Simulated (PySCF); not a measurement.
ZrCl₃, SMILES [Cl][Zr+]([Cl])[Cl], charge +1, multiplicity 1.

Geometry optimised at B3LYP-D3(BJ)/def2-SVP. The spin state was assumed, not searched. The isomer is the one that the SMILES or the coordinates give; other isomers of the formula were not compared. The def2 effective core potentials stand for the cores of Zr; spin–orbit coupling is left out.

Two levels are set side by side: PBE/def2-TZVPD (PySCF) and HF/def2-TZVPD (PySCF). Same geometry, gas phase. Differences are taken from unrounded values.

```csv
quantity,PBE
orbital gap (eV),3.41
highest occupied level (eV),-13.23
lowest empty level (eV),-9.82
mean polarisability (bohr³),76.8
```

**Question.** These are the PBE values. What does HF give? (The exact figures need the calculation; the answer reports its results.)

**Answer.** 
| quantity | HF | PBE minus HF |
|---|---|---|
| orbital gap (eV) | 11.41 | -8.00 |
| highest occupied level (eV) | -17.65 | 4.43 |
| lowest empty level (eV) | -6.24 | -3.58 |
| mean polarisability (bohr³) | 67.3 | 9.5 |

PBE's occupied levels lie high since its potential decays too fast outside the molecule; exact exchange lowers them and widens the gap. Loosely held outer electrons make PBE densities more polarisable. Differences between two approximate levels are no errors against the true value.

Rough cost on one machine, each run with all the roots and properties that it gave: HF against PBE within a factor of 2.
